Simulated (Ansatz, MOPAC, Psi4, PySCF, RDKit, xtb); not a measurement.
Dimer: C2H2 (SMILES C#C) (first 4 atoms) with CH5N (SMILES CN); geometry from B3LYP-D3(BJ)/def2-TZVP, rigid monomers moved along the line of their centres of mass till C2···H11 is 2.44 Å.
(charge 0, multiplicity 1):
```json
[
 {"atom": "C", "x (Å)": "0.2561", "y (Å)": "-0.6522", "z (Å)": "0.0355"},
 {"atom": "C", "x (Å)": "-0.0976", "y (Å)": "0.4239", "z (Å)": "0.4223"},
 {"atom": "H", "x (Å)": "0.5681", "y (Å)": "-1.6084", "z (Å)": "-0.3081"},
 {"atom": "H", "x (Å)": "-0.4164", "y (Å)": "1.3766", "z (Å)": "0.7690"},
 {"atom": "C", "x (Å)": "-0.5836", "y (Å)": "0.4412", "z (Å)": "3.7686"},
 {"atom": "N", "x (Å)": "0.5983", "y (Å)": "-0.3772", "z (Å)": "3.5131"},
 {"atom": "H", "x (Å)": "-0.7258", "y (Å)": "0.5503", "z (Å)": "4.8452"},
 {"atom": "H", "x (Å)": "-1.4643", "y (Å)": "-0.0679", "z (Å)": "3.3742"},
 {"atom": "H", "x (Å)": "-0.5573", "y (Å)": "1.4511", "z (Å)": "3.3324"},
 {"atom": "H", "x (Å)": "1.4330", "y (Å)": "0.0766", "z (Å)": "3.8638"},
 {"atom": "H", "x (Å)": "0.7247", "y (Å)": "-0.5095", "z (Å)": "2.5168"}
]
```

Monomers are frozen at their geometry in the pair; levels with a basis set take the counterpoise correction. Rows marked so take none. RDKit's UFF carries no charges.

Cores are frozen in the correlated methods. Rows in STO-3G carry no dispersion term and start afresh at each structure. The state reached by PM7 isn't checked; PM7 holds dispersion and hydrogen-bond terms.

Programs: Ansatz (Gaussian orbitals); MOPAC for PM7 (differences of heats of formation); Psi4 for SAPT; PySCF for STO-3G rows, the dispersion terms; RDKit for the force fields; xtb for the GFN methods. Values without a source in brackets are computed.

```json
[
 {"level": "UFF", "interaction energy (kJ/mol)": "10.5"},
 {"level": "PM7", "interaction energy (kJ/mol)": "-3.6"},
 {"level": "GFN2-xTB", "interaction energy (kJ/mol)": "-4.2"},
 {"level": "HF/STO-3G (no counterpoise)", "interaction energy (kJ/mol)": "3.5"},
 {"level": "PBE-D4/def2-TZVPPD", "interaction energy (kJ/mol)": "-6.6"},
 {"level": "B3LYP-D4/def2-TZVPPD", "interaction energy (kJ/mol)": "-4.8"},
 {"level": "PBE0/def2-TZVPPD", "interaction energy (kJ/mol)": "-1.0"},
 {"level": "SCS-MP2/aug-cc-pVDZ", "interaction energy (kJ/mol)": "[?]"},
 {"level": "SAPT0/jun-cc-pV(D+d)Z", "interaction energy (kJ/mol)": "[?]"}
]
```

**Question.** Fill in the missing entries.

**Answer.** 
- SCS-MP2/aug-cc-pVDZ, interaction energy (kJ/mol): -0.3
- SAPT0/jun-cc-pV(D+d)Z, interaction energy (kJ/mol): -1.6

Ansatz is an electronic-structure program.
